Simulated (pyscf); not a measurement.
`[PH2][GeH]`, singlet

Gas-phase minimum from PySCF at ωB97X-D3(BJ)/def2-SVP, one conformer. Other isomers of H₂P–GeH: [singlet] were not searched in full and may lie lower. 

SMILES: [PH2][GeH]
```xyz
5

P     -0.1636     1.0161    -0.0032
Ge     1.6194     0.1461    -1.1653
H      0.3082     0.9409     1.3330
H     -1.0797    -0.0664     0.0336
H      0.6301    -0.4475    -2.2572
```

Bonds (Å): P1–Ge2 2.299, P1–H3 1.419, P1–H4 1.419, Ge2–H5 1.589. Bond angles (°): Ge2–P1–H3 101.4, Ge2–P1–H4 103.0, H3–P1–H4 98.6, P1–Ge2–H5 90.3.

Properties at ωB97X-D3(BJ)/def2-SVP:

| Property | Result |
|---|---|
| Harmonic wavenumbers, unscaled | 319, 392, 449, 538, 796, 1112, 1975, 2474, 2492 cm⁻¹ |
| Zero-point energy | 15.1 kcal/mol |
| Rotational symmetry number | 1 |
| Entropy of this conformer at 298 K and 1 atm, rigid rotor and harmonic oscillator, modes under 100 cm⁻¹ raised to 100 | 279.8 J/(mol K) |
| Dipole moment | 0.93 D |

Single-point totals, which compare only within one level (frozen core for MP2 and CC):

```
level                   total energy (hartree)
----------------------  ----------------------
ωB97X-D3(BJ)/def2-TZVP             -2420.10813
PBE/def2-TZVP                      -2419.65862
r²SCAN/def2-TZVP                   -2420.09484
B3LYP-D3(BJ)/def2-TZVP             -2420.21420
PBE0-D3(BJ)/def2-TZVP              -2419.74345
M06-2X/def2-TZVP                   -2420.10965
ωB97M-D3(BJ)/def2-TZVP             -2420.19961
HF/def2-TZVPP                      -2417.82986
MP2/def2-TZVPP                     -2418.22231
CCSD/def2-TZVPP                    -2418.25277
CCSD(T)/def2-TZVPP                 -2418.27054
```

The CCSD(T) − MP2 part came from Ansatz, without density fitting, on the same reference. The frozen core leaves the outer d or s,p core shells of the metals and heavy elements correlated in the MP2 and CC values, and def2-TZVPP describes them poorly, so these totals are far from the basis limit. Elements up to Kr have no core potential and no relativistic terms here.
